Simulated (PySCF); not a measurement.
Structure revision by computed shifts

A compound C$_{3}$H$_{6}$N$_{2}$Si gives the data below (simulated from a calculation) and was assigned the structure `C[SiH2]/N=C/C#N`.

13C{1H} NMR (computed): δ 177.2 (CH2), 122.1 (C), 1.1 (CH2).

1H NMR (400 MHz, computed): δ 8.90 (m, 1H), 8.82 (m, 1H), 5.18 (t, 2H), 1.77 (t, 2H).

PySCF calculation with geometry: GFN2-xTB and GIAO PBE0/pcSseg-1 shieldings; equivalent nuclei averaged, in vacuum, non-relativistic, one conformer.

Scale: TMS for 1H (31.72 ppm) and 13C (186.93 ppm) (reference shieldings calculated alike).

(1) Compare with the shifts computed for the proposed structure, pairing carbons in order of shift.

(2) Which isomer fits?

## Answers

(1) Atom-mapped SMILES (the numbers label the heavy atoms): `[CH3:1][SiH2:2]/[N:3]=[CH:4]/[C:5]#[N:6]`. Hydrogens are named by the atom that carries them.

| atom | computed for proposal | given list | difference |
| --- | --- | --- | --- |
| C4 | 148.5 | 177.2 | -28.7 |
| C5 | 119.6 | 122.1 | -2.5 |
| C1 | -3.5 | 1.1 | -4.6 |

The rms difference is 16.8 ppm and the largest -28.7 ppm at C4 (C=N carbon). The carbon types in order of shift don't match either: CH, C, CH3 for the proposal against CH2, C, CH2 in the data. The proposal doesn't fit.

(2) SMILES C=N[SiH2]CC#N.

1. Carbon types of the structure: 1 × C, 2 × CH2, leaving 2 H on heteroatoms.
2. δC 177.2: C=N carbon.
3. δC 122.1: nitrile carbon; this is the usual window of a C≡N carbon, which has no attached hydrogen.
4. δC 1.1: sp3 CH2 bonded to Si, α to a nitrile; an electropositive neighbour leaves it electron-rich and shielded.
5. δH 8.90, 8.82: hydrogen on a C=N carbon.

Other isomers checked: N#CC/C=N\[SiH3] (rms 16.9 ppm); C[SiH2]/N=C\C#N (rms 17.4 ppm).

The data come from this structure; uniqueness wasn't tested.

Shifts are as computed. Against solution values, carbons near 30 ppm lie about +3 ppm off and those near 130 ppm about +5 ppm (rms about the fit 2.1 ppm; single classes can miss by 10 ppm). Of 1328 compounds with measured shifts, 309 miss one by over three times the rms of a fit or turn the order of signals round; such compounds aren't used in these exercises. Signals without a measured value on file couldn't be tested in this way; 1H shifts scatter by 0.2 ppm about their fit, and single ones miss by 0.5 ppm. No couplings were computed; multiplicities are counted from neighbouring protons, with m where these are inequivalent, close in shift, in a saturated or five-membered ring or joined by F or P, and br s for small geminal =CH2 splittings.
